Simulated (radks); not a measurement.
Species: Yb5+. Configuration: [Kr] 4d10 4f12 5s2 5p5. Method: Dirac Kohn-Sham, BLYP, spin-unpolarised, spherical densities, finite nucleus; open shells are shared between the two j in proportion to 2j + 1; Fermi nuclear charge, rms radius 5.3108 fm; computed with a radial shooting solver on a logarithmic mesh with Libxc functionals.

Normalised radial functions P(r) = r R(r) (large component), r in bohr:

```
   r/bohr * 5p1/2, o 4f5/2, + 4f7/2 (the largest magnitude, 1.2, reaches the edge; | marks zero, & curves that meet)
 0.001247                             &
  0.00165                             &
 0.002165                             &
 0.002865                             &
 0.003761                             &*
 0.004976                             &*
 0.006531                             &*
 0.008642                             & *
  0.01134                             & *
  0.01501                             &  *
   0.0197                             &   *
  0.02607                             &    *
  0.03421                             &     *
  0.04527                             &     *
  0.05942                             |&  *
  0.07862                             *+o
   0.1032                         *   |  &
   0.1365                     *       |     &
   0.1792                      *      |         +o
   0.2371                             *                &
   0.3113                             |        *             &
   0.4118                             |           *              &
   0.5406                             |   *                      &
   0.7153                   *         |                      &
   0.9388        *                    |                &
    1.242      *                      |          &
     1.63             *               |     &
    2.157                     *       | o+
    2.832                           * |&
    3.747                             &
```

5p1/2: eigenvalue -94.770 eV, 3 radial nodes at r = 0.0795, 0.236, 0.592 bohr, <r> = 1.26 bohr, 90 % of the charge inside 1.82 bohr. 4f5/2: eigenvalue -75.269 eV, 0 radial nodes, <r> = 0.683 bohr, 90 % of the charge inside 1.14 bohr. 4f7/2: eigenvalue -73.776 eV, 0 radial nodes, <r> = 0.693 bohr, 90 % of the charge inside 1.16 bohr.
